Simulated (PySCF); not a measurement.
Al(Me)(Et)2, SMILES [CH2](C)[Al]([CH2]C)[CH3], singlet (GFN2-xTB optimised geometry):

```
19

Al    -0.349     0.021     0.000
C     -1.346    -1.704    -0.026
H     -2.051    -1.802     0.806
H     -0.665    -2.561     0.033
H     -1.936    -1.838    -0.939
C     -1.325     1.782     0.000
C     -2.830     1.608     0.258
H     -1.197     2.307    -0.959
H     -0.915     2.474     0.750
H     -3.003     1.180     1.245
H     -3.271     0.934    -0.476
H     -3.359     2.561     0.204
C      1.663     0.021     0.000
C      2.270     1.425     0.154
H      2.044    -0.425    -0.931
H      2.059    -0.626     0.797
H      1.993     1.859     1.114
H      1.904     2.089    -0.628
H      3.359     1.399     0.095
```

Method: PBE0/def2-SVP run with PySCF 2.14.0.

Problem. What are the frontier orbital energies and the dipole moment?

Solution. HOMO-2 -9.33 eV, HOMO-1 -7.33 eV, HOMO -6.90 eV, LUMO -0.52 eV, LUMO+1 0.66 eV; dipole moment 0.14 D.

On the same geometry PBE/def2-SVP run with PySCF gives HOMO-2 -7.86 eV, HOMO-1 -6.04 eV, HOMO -5.63 eV, LUMO -1.29 eV, LUMO+1 -0.10 eV; dipole moment 0.14 D.

Meta-Löwdin charges at PBE0/def2-SVP: Al1 0.81, C2 -0.60, H3 0.11, H4 0.11, H5 0.11, C6 -0.46, C7 -0.28, H8 0.10, H9 0.10, H10 0.09, H11 0.09, H12 0.09, C13 -0.46, C14 -0.28, H15 0.10, H16 0.10, H17 0.09, H18 0.09, H19 0.09.
